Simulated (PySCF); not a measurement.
Hf(Cl)2(OH) (Cl₂HHfO), SMILES [OH][Hf+]([Cl])[Cl], charge +1, multiplicity 1. The structure is a stationary point at PBE0-D3(BJ)/def2-SVP. The spin state was assumed, not searched. The isomer is the one that the SMILES or the coordinates give; other isomers of the formula were not compared. The def2 effective core potentials stand for the cores of Hf; spin–orbit coupling is left out. The values are those of a single conformer.

Level of theory: PBE0-D3(BJ)/def2-SVP run with PySCF.

Harmonic wavenumbers (cm⁻¹): 97, 125, 159, 418, 427, 432, 539, 813, 3882. Rotational constants (GHz): 3.074, 1.877, 1.345; symmetry number 1.

Problem. Work out the zero-point energy and the ideal-gas rigid-rotor harmonic-oscillator thermochemistry at 298.15 K and 1 atm.

Solution. ZPE = ½ Σ hcν = ½ × 6892 cm⁻¹ = 9.85 kcal/mol. H − E(el) = 14.22 kcal/mol. Entropy in cal/(mol K): translation 42.64, rotation 28.12, vibration 12.48, total 83.24. G − E(el) = -10.60 kcal/mol. Cp = 19.76 cal/(mol K). Modes under 150 cm⁻¹ make the vibrational entropy uncertain.
